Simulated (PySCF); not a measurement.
C₅H₇FO₂.
SMILES with atom numbers: `[CH3:1][O:2]/[C:3]([CH3:4])=[CH:5]\[C:6](=[O:7])[F:8]` (hydrogens: H9, H10, H11 on C1; H12, H13, H14 on C4; H15 on C5)

Computed, not measured: PBE0-D3(BJ)/def2-SVP geometry optimisation, gas phase in PySCF.

Question: What internal coordinates does the optimisation give?

Answer: 
```tsv
bond	length (pm)	order
C1–O2	140.5	single
O2–C3	133.0	single
C3–C4	149.4	single
C3=C5	135.9	double
C5–C6	145.3	single
C6=O7	118.8	double
C6–F8	135.5	single
C1–H9, C1–H10, C1–H11	110.0	single
C4–H12, C4–H13, C4–H14	110.0	single
C5–H15	108.9	single
```

Bonds in one row agree within 1 pm and their mean is given. Orders are formal, as drawn. A selection of angles:
```tsv
angle	degrees
C1–O2–C3	121.6
O2–C3–C4	119.1
O2–C3–C5	119.6
C4–C3–C5	121.4
C3–C5–C6	124.4
C5–C6–O7	130.6
C5–C6–F8	109.7
O7–C6–F8	119.7
```

Torsions: C1–O2–C3–C4 3° (synperiplanar); O2–C3–C5–C6 1° (synperiplanar); C3–C5–C6–O7 -2° (synperiplanar). The mirror-image conformer, all signs reversed, is as good.

Of the pairs four or more bonds apart, O2···O7 is among the closest relative to their van der Waals radii: 2.80 Å, 92 % of the sum of Bondi's values. The 3 C–C bonds span 1.359 Å (C3=C5, drawn double) to 1.494 Å (C3–C4, drawn single), a spread of 0.135 Å. The C–O distances run from 1.188 Å (C6=O7, drawn double) to 1.405 Å (C1–O2, drawn single), a spread of 0.217 Å.

Point group: near Cs, missed by 0.12 Å at most; the miss may be what the optimiser left on a soft mode. PBE0-D3(BJ)/def2-SVP frequencies: not computed here. The numbers are those of one conformer.

The run took 91 s on one thread of an Arm Neoverse V2, no GPU (shared host), and the process peaked at 0.57 GiB of memory. These figures are those of the optimisation.
